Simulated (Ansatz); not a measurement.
Calculated with Ansatz (gas phase, PBE0-D4/def2-TZVP geometries, no zero-point term in ΔE). CCSD(T)/CBS is the MP2 limit (def2-TZVPP, def2-QZVPP) plus CCSD(T) − MP2 in def2-TZVPP, frozen cores. Functionals use def2-TZVPP. B3LYP here is the variant with VWN-RPA as its local correlation; programs differ in this. HSE06 is defined as in plane-wave codes. Each species was taken in one conformer, which may not be the lowest.

Consider the isomerisation: `[SiH3]SCS` → `CS[SiH2]S`.

`[SiH3]SCS`:

Z-matrix (Å, degrees):
```
Si
S 1 2.138
H 1 1.486 2 109.6
H 1 1.485 2 104.0 3 118.2
H 1 1.482 2 113.7 3 -123.3
C 2 1.816 1 100.2 3 43.0
S 6 1.802 2 116.6 1 50.9
H 6 1.090 2 106.0 1 174.7
H 6 1.091 2 109.9 1 -68.6
H 7 1.343 6 96.4 2 56.1
```

`CS[SiH2]S`:

Cartesian coordinates in Å:
```
C -0.018 0.452 -1.662
S -0.703 1.258 -0.186
Si -0.560 -0.337 1.201
S 1.430 -1.072 1.463
H 0.973 0.048 -1.454
H 0.062 1.220 -2.431
H -0.678 -0.340 -2.015
H -1.299 -1.543 0.749
H -1.130 0.204 2.458
H 1.923 0.108 1.877
```

```csv
level,ΔE (kcal/mol),difference from CCSD(T)/CBS
LDA (SPW92),-27.0,1.1
PBE-D4,-27.8,0.3
revPBE-D4,-27.2,0.9
BLYP-D4,-27.0,1.1
r2SCAN-D4,-29.1,-1.0
B97M-V,-29.5,-1.4
PBE0-D4,-28.6,-0.5
B3LYP-D4,-27.8,0.3
r2SCANh-D4,-29.3,-1.2
r2SCAN0-D4,-29.4,-1.3
HSE06-D4,-28.6,-0.5
BHLYP-D4,-28.6,-0.5
CAM-B3LYP-D4,-27.9,0.2
ωB97X-V,-27.8,0.3
ωB97M-V,-28.1,0.0
B2PLYP,-28.4,-0.3
PBE,-28.1,0.0
revPBE,-28.5,-0.4
BLYP,-27.8,0.3
r2SCAN,-29.2,-1.1
PBE0,-28.8,-0.7
r2SCANh,-29.3,-1.2
r2SCAN0,-29.5,-1.4
HSE06,-28.8,-0.7
BHLYP,-28.9,-0.8
CAM-B3LYP,-28.1,0.0
LC-ωPBE,-28.6,-0.5
RPA@PBE/def2-TZVPP,-26.2,1.9
HF/def2-SVP,-28.6,-0.5
MP2/def2-SVP,-26.6,1.5
CCSD/def2-SVP,-26.2,1.9
HF/def2-TZVPP,-29.2,-1.1
MP2/def2-TZVPP,-28.4,-0.3
SCS-MP2/def2-TZVPP,-27.7,0.4
CCSD(T)/def2-TZVPP,-27.8,0.3
HF/def2-QZVPP,-29.1,-1.0
SCS-MP2/def2-QZVPP,-28.0,0.1
HF/CBS(def2),-29.1,-1.0
MP2/CBS(def2),-28.8,-0.7
CCSD/CBS(def2),-28.4,-0.3
CCSD(T)/CBS,-28.1,0
```

Largest T1 diagnostic among the species: 0.011.

In def2-TZVPP, CCSD(T) changes the Hartree–Fock value by +1.4 kcal/mol (the triples alone add +0.3 kcal/mol) and MP2 by +0.7 kcal/mol. At CCSD(T), def2-SVP lies +2.4 kcal/mol from the extrapolated value and def2-TZVPP +0.3 kcal/mol. From BLYP to BHLYP (50 % exact exchange), in def2-TZVPP and without D4, ΔE moves by −1.1 kcal/mol.
